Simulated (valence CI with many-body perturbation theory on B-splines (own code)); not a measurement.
# Energy levels of Ir72+

Calculated by valence CI with perturbative core correlation (CI+MBPT): three valence electrons over a frozen Dirac-Fock core [He], a basis of 11 s, 11 p, 9 d, 7 f, 5 g, 2 h, 1 i functions for each j, with the one-electron correlation potential Σ1 (screened to all orders), the two-electron term Σ2, the three-electron term Σ3, Breit, model QED; selected single and double excitations, second order for the rest (own B-spline code, finite nucleus).

No measured spectrum was set against this ion. As an estimate, large intervals hold to a few tenths of a per cent, small ones and those within an open d or f shell to about a per cent.

Levels 46 to 90 of 103, with energies above the lowest level, (2s^2 2p1/2) J=1/2. "Leading %" is the weight of the configuration and term that name the level; weights of strongly mixed levels are sums over their largest components and can fall short. In the jj column 3d3/2^4 stands for four electrons in 3d with j = 3/2. Lifetimes count E1, E2, E3, M1 and M2 decay at the calculated energies, and are blank where another channel may lead or the interval is too uncertain; long ones can be off by a factor of two.

| No. | Configuration | Term | J | E (eV) | Leading % | Lifetime | g | Leading jj |
| --- | --- | --- | --- | --- | --- | --- | --- | --- |
| 46 | 2s.2p.3s | 2P° | 1/2 | 13733 | 90 | 2.15 fs | 0.825 | 2s 2p3/2 3s (100 %) |
| 47 | 2s.2p.3p | 4P | 3/2 | 13734 | 46 | 4.70 fs | 1.617 | 2s 2p3/2 3p1/2 (100 %) |
| 48 | 2s.2p.3p | 2D | 5/2 | 13736 | 44 | 1.82 fs | 1.298 | 2s 2p3/2 3p1/2 (100 %) |
| 49 | 2s.2p.3s | 2P° | 3/2 | 13741 | 82 | 4.32 fs | 1.372 | 2s 2p3/2 3s (99 %) |
| 50 | 2s.2p.3p | 2P | 1/2 | 13828 | 47 | 1.80 fs | 1.260 | 2s 2p3/2 3p1/2 (99 %) |
| 51 | 2s.2p.3p | 2D | 3/2 | 13830 | 61 | 2.72 fs | 0.963 | 2s 2p3/2 3p1/2 (99 %) |
| 52 | 2p2.3s | 4P | 3/2 | 13939 | 87 | 5.05 fs | 1.644 | 2p1/2 2p3/2 3s (99 %) |
| 53 | 2p2.3s | 2P | 1/2 | 13950 | 66 | 2.48 fs | 1.287 | 2p1/2 2p3/2 3s (98 %) |
| 54 | 2p2.3s | 2D | 5/2 | 13957 | 65 | 4.60 fs | 1.300 | 2p1/2 2p3/2 3s (99 %) |
| 55 | 2p2.3s | 2D | 3/2 | 13966 | 64 | 2.61 fs | 0.948 | 2p1/2 2p3/2 3s (99 %) |
| 56 | 2p2.3p | 4P° | 1/2 | 14009 | 49 | 1.05 fs | 1.728 | 2p1/2 2p3/2 3p1/2 (100 %) |
| 57 | 2p2.3p | 4D° | 3/2 | 14015 | 55 | 1.04 fs | 1.120 | 2p1/2 2p3/2 3p1/2 (100 %) |
| 58 | 2p2.3p | 2F° | 5/2 | 14028 | 50 | 1.04 fs | 1.034 | 2p1/2 2p3/2 3p1/2 (100 %) |
| 59 | 2p2.3p | 2P° | 3/2 | 14079 | 43 | 1.16 fs | 1.296 | 2p1/2 2p3/2 3p1/2 (99 %) |
| 60 | 2s.2p.3p | 4D | 7/2 | 14229 | 100 | 160 fs | 1.397 | 2s 2p3/2 3p3/2 (100 %) |
| 61 | 2s.2p.3p | 2P | 3/2 | 14241 | 55 | 2.25 fs | 1.473 | 2s 2p3/2 3p3/2 (100 %) |
| 62 | 2s.2p.3p | 4P | 5/2 | 14262 | 52 | 2.42 fs | 1.384 | 2s 2p3/2 3p3/2 (100 %) |
| 63 | 2s.2p.3p | 2S | 1/2 | 14267 | 48 | 1.32 fs | 1.348 | 2s 2p3/2 3p3/2 (99 %) |
| 64 | 2s.2p.3d | 4D° | 5/2 | 14305 | 44 | 500 as | 1.212 | 2s 2p3/2 3d3/2 (99 %) |
| 65 | 2s.2p.3d | 4D° | 3/2 | 14312 | 43 | 460 as | 1.307 | 2s 2p3/2 3d3/2 (100 %) |
| 66 | 2s.2p.3d | 4F° | 7/2 | 14314 | 45 | 534 as | 1.191 | 2s 2p3/2 3d3/2 (98 %) |
| 67 | 2s.2p.3d | 4P° | 1/2 | 14318 | 82 | 518 as | 2.145 | 2s 2p3/2 3d3/2 (100 %) |
| 68 | 2s.2p.3p | 2D | 5/2 | 14334 | 72 | 2.88 fs | 1.251 | 2s 2p3/2 3p3/2 (100 %) |
| 69 | 2s.2p.3p | 2P | 3/2 | 14354 | 57 | 3.16 fs | 1.219 | 2s 2p3/2 3p3/2 (100 %) |
| 70 | 2s.2p.3p | 2S | 1/2 | 14358 | 60 | 32.9 fs | 1.718 | 2s 2p3/2 3p3/2 (100 %) |
| 71 | 2s.2p.3d | 2D° | 3/2 | 14399 | 62 | 506 as | 0.909 | 2s 2p3/2 3d3/2 (92 %) |
| 72 | 2s.2p.3d | 2F° | 5/2 | 14406 | 68 | 528 as | 0.921 | 2s 2p3/2 3d3/2 (99 %) |
| 73 | 2s.2p.3d | 2P° | 1/2 | 14416 | 70 | 437 as | 0.597 | 2s 2p3/2 3d3/2 (98 %) |
| 74 | 2s.2p.3d | 4F° | 9/2 | 14422 | 100 | 3.62 ps | 1.305 | 2s 2p3/2 3d5/2 (100 %) |
| 75 | 2s.2p.3d | 2D° | 5/2 | 14449 | 41 | 588 as | 1.303 | 2s 2p3/2 3d5/2 (99 %) |
| 76 | 2s.2p.3d | 4D° | 7/2 | 14456 | 50 | 389 as | 1.265 | 2s 2p3/2 3d5/2 (97 %) |
| 77 | 2s.2p.3d | 2P° | 3/2 | 14466 | 42 | 563 as | 1.153 | 2s 2p3/2 3d5/2 (90 %) |
| 78 | 2s.2p.3d | 2P° | 1/2 | 14483 | 82 | 524 as | 0.789 | 2s 2p3/2 3d5/2 (95 %) |
| 79 | 2s.2p.3d | 2F° | 7/2 | 14527 | 55 | 1.42 fs | 1.183 | 2s 2p3/2 3d5/2 (80 %) |
| 80 | 2p2.3p | 4D° | 5/2 | 14530 | 51 | 1.70 fs | 1.391 | 2p1/2 2p3/2 3p3/2 (96 %) |
| 81 | 2p2.3p | 2P° | 1/2 | 14537 | 37 | 1.71 fs | 1.543 | 2p1/2 2p3/2 3p3/2 (97 %) |
| 82 | 2p2.3p | 2D° | 3/2 | 14543 | 48 | 1.44 fs | 1.140 | 2p1/2 2p3/2 3p3/2 (89 %) |
| 83 | 2s.2p.3d | 2D° | 5/2 | 14548 | 56 | 396 as | 1.159 | 2s 2p3/2 3d5/2 (88 %) |
| 84 | 2s.2p.3d | 2P° | 3/2 | 14553 | 64 | 568 as | 1.231 | 2s 2p3/2 3d5/2 (91 %) |
| 85 | 2p2.3p | 2F° | 7/2 | 14554 | 51 | 2.23 fs | 1.198 | 2p1/2 2p3/2 3p3/2 (79 %) |
| 86 | 2p2.3p | 4S° | 3/2 | 14569 | 33 | 1.81 fs | 1.413 | 2p1/2 2p3/2 3p3/2 (100 %) |
| 87 | 2p2.3p | 2D° | 5/2 | 14582 | 61 | 1.41 fs | 1.161 | 2p1/2 2p3/2 3p3/2 (92 %) |
| 88 | 2p2.3d | 4F | 3/2 | 14593 | 43 | 1.52 fs | 0.917 | 2p1/2 2p3/2 3d3/2 (100 %) |
| 89 | 2p2.3d | 4F | 5/2 | 14594 | 52 | 3.93 fs | 0.950 | 2p1/2 2p3/2 3d3/2 (100 %) |
| 90 | 2p2.3d | 4D | 1/2 | 14601 | 79 | 2.76 fs | 0.250 | 2p1/2 2p3/2 3d3/2 (100 %) |
